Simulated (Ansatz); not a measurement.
Reactions of `O[SiH2][SiH](F)Cl`.

Program: Ansatz. Geometries: PBE0-D4/def2-TZVP. ΔE: electronic, gas phase. CCSD(T)/CBS adds triple-zeta CCSD(T) − MP2 to the extrapolated MP2 energy (def2 sets, frozen cores). This one scheme is used for every species. DFT in def2-TZVPP. For Ge, Zn outer-core shells are correlated without core-valence functions, which leaves a few kJ/mol of doubt a bond. Scalar relativity is left out up to krypton. Each species was taken in one conformer, which may not be the lowest.

```csv
reaction,ωB97M-V (kJ/mol)
`O[SiH2][SiH](F)Cl` + `S[SiH2]Cl` → `O[SiH2]S[SiH2]Cl` + `F[SiH2]Cl`,-94
`O[SiH2][SiH](F)Cl` + `O[SiH2]F` → `O[SiH2]O[SiH2]F` + `F[SiH2]Cl`,-143
`O[SiH2][SiH](F)Cl` + `F[Si](S)(Cl)Cl` → `O[SiH2]S[Si](F)(Cl)Cl` + `F[SiH2]Cl`,-96
`O[SiH2][SiH](F)Cl` + `[NH2][GeH3]` → `F[SiH](Cl)[NH][GeH3]` + `O[SiH3]`,-105
`O[SiH2][SiH](F)Cl` + `N[SiH](O)F` → `O[SiH2]N[SiH](O)F` + `F[SiH2]Cl`,-91
`O[SiH2][SiH](F)Cl` + `F[SiH2]Cl` → `F[Si@@H](Cl)[Si@@H](F)Cl` + `O[SiH3]`,7
`O[SiH2][SiH](F)Cl` + `Cl[SiH2]Cl` → `O[SiH2][SiH](Cl)Cl` + `F[SiH2]Cl`,-7
`O[SiH2][SiH](F)Cl` + `[NH2][ZnH]` → `O[SiH2][NH][ZnH]` + `F[SiH2]Cl`,-107
```

Task: Give the CCSD(T)/CBS values in the same order. (Estimate.)

Result: Computed: -92, -143, -93, -103, -89, 7, -8, -106 kJ/mol.

Largest T1 diagnostic: 0.016, for `[NH2][ZnH]`.
